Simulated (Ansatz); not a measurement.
```
atom    x (Å)    y (Å)    z (Å)
   O  -1.5726  -0.1696   0.0000
   H  -2.0575   0.7491   0.0000
   H  -0.5573   0.0949   0.0000
   O   1.4834   0.1748   0.0000
   H   1.6641  -0.4427  -0.8191
   H   1.6641  -0.4427   0.8191
```

Basis set: 6-31G* (spherical functions). Left uncorrelated: 2 orbitals. Charge 0, multiplicity 1.

Computed with Ansatz (development build ahead of 0.2.0); each method stands on the lowest determinant of its kind that the runs found. Restricted open shells among the atoms or ions are ROHF, correlated in semicanonical orbitals with singles.

The atomization energy at this shape (free ground-state atoms in the same class of orbitals less the molecule, no zero-point energy) of singlet H4O2:

| method | atomization energy |
| --- | --- |
| RHF-MP2 | 17.27 eV |

(1) What does RHF give?

## Answers

(1) 12.20 eV. Caution: the shape is not the minimum.
